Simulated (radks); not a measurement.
Results of a calculation; reference values are marked as such.
Tl, configuration [Hg] 6p1 (the NIST ground configuration).

Code: a radial shooting solver on a logarithmic mesh with Libxc functionals. Model: Dirac Kohn-Sham, PBE, spin-unpolarised, spherical densities, point nucleus; open shells are shared between the two j in proportion to 2j + 1.

Energy parts (hartree):
part                       energy
total                 -20288.8594
kinetic                23520.6279
electron-nucleus      -51279.7422
Hartree                 7852.1850
exchange-correlation    -381.9301

Orbitals (lengths in bohr, moments of r in powers of bohr):
1s1/2: occ. 2; eigenvalue (hartree) -3141.715; <1/r> 99.55
2s1/2: occ. 2; eigenvalue (hartree) -558.8853; <1/r> 24.56
2p1/2: occ. 2; eigenvalue (hartree) -536.3790; <1/r> 24.49
2p3/2: occ. 4; eigenvalue (hartree) -460.4545; <1/r> 19.69
3s1/2: occ. 2; eigenvalue (hartree) -133.3825; <1/r> 9.006
3p1/2: occ. 2; eigenvalue (hartree) -123.2561; <1/r> 8.913
3p3/2: occ. 4; eigenvalue (hartree) -106.3763; <1/r> 7.658
3d3/2: occ. 4; eigenvalue (hartree) -89.71124; <1/r> 7.557
3d5/2: occ. 6; eigenvalue (hartree) -86.10744; <1/r> 7.276
4s1/2: occ. 2; eigenvalue (hartree) -29.76758; <1/r> 3.819
4p1/2: occ. 2; eigenvalue (hartree) -25.40806; <1/r> 3.708
4p3/2: occ. 4; eigenvalue (hartree) -21.30439; <1/r> 3.274
4d3/2: occ. 4; eigenvalue (hartree) -14.20235; <1/r> 3.075
4d5/2: occ. 6; eigenvalue (hartree) -13.43694; <1/r> 2.976
5s1/2: occ. 2; eigenvalue (hartree) -4.79976; <1/r> 1.571
4f5/2: occ. 6; eigenvalue (hartree) -4.27027; <1/r> 2.625
4f7/2: occ. 8; eigenvalue (hartree) -4.10128; <1/r> 2.587
5p1/2: occ. 2; eigenvalue (hartree) -3.33839; <1/r> 1.446
5p3/2: occ. 4; eigenvalue (hartree) -2.59548; <1/r> 1.285
5d3/2: occ. 4; eigenvalue (hartree) -0.61648; <1/r> 0.9731
5d5/2: occ. 6; eigenvalue (hartree) -0.53580; <1/r> 0.9322
6s1/2: occ. 2; eigenvalue (hartree) -0.34990; <1/r> 0.5172
6p1/2: occ. 0.333333; eigenvalue (hartree) -0.11566; <1/r> 0.3766
6p3/2: occ. 0.666667; eigenvalue (hartree) -0.07757; <1/r> 0.3155

The highest occupied level is 6p3/2 at -2.111 eV. The density falls to 0.001 e/bohr^3 at r = 4.58 bohr.
